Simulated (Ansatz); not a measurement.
Geometry optimisation, RKS PBE0/def2-SVP in Ansatz.

input.yaml

```yaml
crystal:
  periodic: [false, false, false]
  atoms:
    - { symbol: Cl, position_ang: [-0.479, -0.1316, -1.8841] }
    - { symbol: H, position_ang: [-0.3072, -0.1929, -3.1504] }
    - { symbol: F, position_ang: [-0.955, -0.3917, 1.64] }
    - { symbol: B, position_ang: [0.1952, 0.0804, 1.2517] }
    - { symbol: F, position_ang: [1.1979, -0.7271, 1.0636] }
    - { symbol: F, position_ang: [0.3481, 1.3629, 1.0792] }
basis:
  gaussian: { orbitals: def2-SVP }
hamiltonian:
  xc: pbe0
relax:
  f_tol: 0.02
  max_steps: 40
scf:
  lower_state_search: "off"
```

Launched with:

```bash
$ ansatz run input.yaml --threads 1 --pin off --max-ram 2048MiB --backend cpu --events-out ev --progress --plain --runs-dir out
```

**Question.** Where does it end, and by what steps?

**Answer.** The forces met the threshold. The force dipped under the threshold on the way, but the program's further checks kept it going. After 37 steps the energy has fallen by 0.144 eV; H2 moved furthest, 1.28 Å.

| step | energy less start (eV) | largest force component (eV/Å) | accepted |
| --- | --- | --- | --- |
| 0 | 0.0000 | 0.449 | yes |
| 2 | 0.0730 | 1.597 | no |
| 4 | -0.0659 | 0.469 | yes |
| 6 | -0.0819 | 0.063 | yes |
| 8 | -0.0963 | 0.380 | yes |
| 10 | -0.0443 | 1.588 | no |
| 12 | -0.1265 | 0.356 | yes |
| 14 | -0.1335 | 0.101 | yes |
| 16 | -0.1344 | 0.034 | yes |
| 18 | -0.1348 | 0.044 | yes |
| 20 | -0.1356 | 0.102 | yes |
| 22 | -0.1357 | 0.294 | no |
| 24 | -0.1385 | 0.033 | yes |
| 26 | -0.1402 | 0.256 | yes |
| 28 | -0.1418 | 0.193 | yes |
| 30 | -0.1437 | 0.044 | yes |
| 32 | -0.1438 | 0.024 | yes |
| 34 | -0.1438 | 0.019 | yes |
| 36 | -0.1439 | 0.026 | yes |
| 37 | -0.1440 | 0.000 | yes |

```xyz
6
Properties=species:S:1:pos:R:3
Cl -0.792 0.210 -1.882
H 0.243 -0.538 -2.047
F -0.976 -0.461 1.415
B 0.124 0.087 0.960
F 1.083 -0.676 0.476
F 0.318 1.378 1.077
```

Whether the end is a true minimum wasn't checked by a vibrational analysis.

Time of the run: 45 s on 1 CPU thread of a shared host.
